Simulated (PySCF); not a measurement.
Estimate the missing entries of this data sheet.

C₃H₇N₃Si.
SMILES with atom numbers: `[CH3:1][n:2]1[n:3][cH:4][c:5]([SiH3:6])[n:7]1` (hydrogens: H8, H9, H10 on C1; H11 on C4; H12, H13, H14 on Si6)

Geometry (GFN2-xTB, Å), atoms numbered from 1 in this order:
```xyz
14
C3H7N3Si angstrom
C      2.6157   -0.2856   -0.0178
N      1.2480    0.1332   -0.0571
N      0.8993    1.3641   -0.3539
C     -0.4222    1.3511   -0.3194
C     -0.8531    0.0546    0.0112
Si    -2.5785   -0.6331    0.2350
N      0.2472   -0.6811    0.1668
H      2.9316   -0.6543   -0.9965
H      3.2317    0.5680    0.2576
H      2.7182   -1.0848    0.7136
H     -0.9986    2.2300   -0.5203
H     -3.0769   -0.2472    1.5589
H     -2.5366   -2.0858    0.0982
H     -3.4264   -0.0297   -0.7984
```

```json
{"property": "rotational constants A, B, C of the GFN2-xTB geometry", "level": "GFN2-xTB", "value": "6.473, 1.337, 1.131 GHz"}
{"property": "dipole moment", "level": "PBE0/def2-SVPD", "value": "0.91 D"}
{"property": "HOMO energy", "level": "PBE0/def2-SVPD", "value": "-7.63 eV"}
{"property": "LUMO energy", "level": "PBE0/def2-SVPD", "value": "-0.32 eV"}
{"property": "lowest singlet excitation", "level": "TDDFT PBE0/def2-SVPD", "value": "6.26 eV (198 nm, f = 0.001)"}
{"property": "lowest triplet excitation (Tamm–Dancoff)", "level": "TDA PBE0/def2-SVPD", "value": "4.88 eV"}
{"property": "static isotropic polarisability", "level": "PBE0/def2-SVPD", "value": "?"}
{"property": "electronic spatial extent ⟨r²⟩ about the centre of nuclear charge", "level": "PBE0/def2-SVPD", "value": "?"}
{"property": "13C chemical shifts (computed TMS as zero) by class", "level": "GIAO PBE0/pcSseg-1", "value": "146.5 (C4), 140.1 (C5), 41.3 (C1) ppm"}
{"property": "1H chemical shifts (computed TMS as zero) by class", "level": "GIAO PBE0/pcSseg-1", "value": "7.78 (H11), 4.55 (H12/H13/H14), 4.31 (H8/H9/H10) ppm"}
{"property": "isotropic shieldings of nuclei other than C and H, by class", "level": "GIAO PBE0/pcSseg-1", "value": "?"}
```

Electronic properties: PySCF, gas phase, density fitting. Geometry: GFN2-xTB; no solvent or vibrations. GFN2-xTB frequencies show an imaginary mode (40i cm⁻¹), so this geometry is no minimum at that level. NMR classes are plain means over equivalent atoms (diastereotopic ones count apart unless rotation or inversion swaps them), as if these changed places fast; in this geometry the members of some classes differ.

(1) Give the isotropic shieldings of nuclei other than C and H, by class.

(2) The static isotropic polarisability?

(3) What is the electronic spatial extent ⟨r²⟩ about the centre of nuclear charge?

Results:

(1) -113 (N7), -98 (N3), -11 (N2), 434 (Si6) ppm.

(2) 82.5 au.

(3) 1040 bohr².

The polarisability is 12.23 Å³ as a volume (1 au = 0.148185 Å³), or 1.38 au for each of the 60 electrons. The dipole matches unit charges of opposite sign 0.19 Å apart (1 e·Å = 4.8032 D). With B = h/(8π²I), that is 505.379 GHz u Å² over I, the principal moments of inertia are 78.1, 377.9 and 447.0 u Å² (most abundant isotopes); the inertial defect Ic − Ia − Ib is -9.0 u Å² (zero for a rigid planar frame, negative otherwise). The largest Löwdin shares of the HOMO are 0.24 on C5, 0.24 on N2, 0.21 on C4 and 0.05 on N7. The 8 singlets span 6.26 to 7.64 eV, and their oscillator strengths add up to 0.43. The principal polarisabilities are 59.7, 78.9 and 108.9 au; their mean is the isotropic value.
